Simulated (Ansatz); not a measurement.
`C=C[O][InH][F]`. Total charge 0; spin multiplicity 1. In: def2 effective core potential.

```tsv
atom	x (Å)	y (Å)	z (Å)
C1	1.352	-0.648	-0.147
C2	0.941	0.215	0.776
O3	-0.270	0.789	0.899
In4	-1.851	0.532	-0.267
F5	-1.524	-0.708	-1.733
H6	0.708	-0.999	-0.947
H7	2.367	-1.020	-0.105
H8	1.615	0.546	1.566
H9	-3.338	1.292	-0.042
```

List the harmonic frequencies (cm⁻¹, unscaled) at PBE0-D4/def2-TZVP in Ansatz. (Best estimate.)

The calculation gave: 53, 129, 136, 153, 395, 402, 499, 568, 593, 727, 870, 988, 993, 1221, 1355, 1429, 1692, 1934, 3134, 3163, 3263.

Is this a minimum?

Yes, all 21 modes are real.

Give the ideal-gas thermochemistry at 298.15 K and 1 bar (rigid rotor, harmonic oscillator; point group Cs, symmetry number 1).

Zero-point energy 141.7 kJ/mol; H(298) − E = 162.9 kJ/mol; entropy 361.4 J/(mol·K), of which translation 173.5, rotation 115.0, vibration 73.0; G(298) − E = 55.1 kJ/mol. Modes under 100 cm⁻¹ are hindered rotations or soft bends, so the harmonic entropy is rough.
